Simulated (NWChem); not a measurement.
Species: ammonium (NH4 cation); SMILES [NH4+]

```xyz
5

N      0.0000     0.0000     0.0000
H     -0.5910    -0.5910    -0.5910
H      0.5910     0.5910    -0.5910
H     -0.5910     0.5910     0.5910
H      0.5910    -0.5910     0.5910
```
Atoms are numbered in this order, from 1.

Structure relaxed at the PBE0-D3(BJ)/def2-TZVP level. B3LYP is NWChem's, with the RPA form of VWN correlation.

**Question.** Split the isotropic spin-spin couplings (Hz) from B3LYP/6-31G** (spherical d) (NWChem) into Fermi-contact, spin-dipolar, paramagnetic and diamagnetic spin-orbit terms, for the pairs 1–3, 2–3.

**Answer.** 
```tsv
pair	FC	SD	PSO	DSO	total
14N(1)–1H(3)	55.15	-0.06	1.07	0.05	56.22
1H(2)–1H(3)	-12.69	0.53	4.13	-5.56	-13.59
```
